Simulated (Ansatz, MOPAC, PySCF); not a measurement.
Isomers of C2H8Si. Gas-phase values, no solvent. Strings in code marks are SMILES.

Quantity: electronic energy of isomers of C2H8Si relative to `C[SiH2]C`, in kJ/mol. Semi-empirical values (MOPAC) are differences of heats of formation.

Level 1: frozen-core CCSD(T)/cc-pVTZ // B3LYP-D3(BJ)/def2-TZVP (Ansatz, a first-principles code)
Level 2: PBE-D3(BJ)/def2-TZVP // B3LYP-D3(BJ)/def2-TZVP (PySCF)
Level 3: PBE/cc-pVTZ // B3LYP-D3(BJ)/def2-TZVP (Ansatz)
Level 4: PM6 // B3LYP-D3(BJ)/def2-TZVP (MOPAC)

```
species     level 2  level 3  level 4
----------  -------  -------  -------
`CC[SiH3]`     52.0     52.4     55.8
```

### Question
What does level 1 give for each?

### Answer

- `CC[SiH3]`: 50.6
